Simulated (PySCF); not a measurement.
Vertical excitations of a molecule ClF₂H₃Si₂ from PySCF with TDA-PBE/def2-SVPD, as energy in eV (oscillator strength): 6.84 (0.010), 7.05 (0.033), 7.21 (0.142), 7.22 (0.002), 7.33 (0.131), 7.50 (0.004), 7.58 (0.020), 7.58 (0.042), 7.64 (0.000), 7.81 (0.000). Lowest triplet (TDA): 6.09 eV. The structure is a stationary point at PBE-D3(BJ)/def2-SVP. The values are those of a single conformer.

Q: Which structure fits?
A. F[SiH](F)[SiH2]Cl
B. F[SiH2][Si@H](F)Cl
C. F[Si](F)([SiH3])Cl

A: C, F[Si](F)([SiH3])Cl
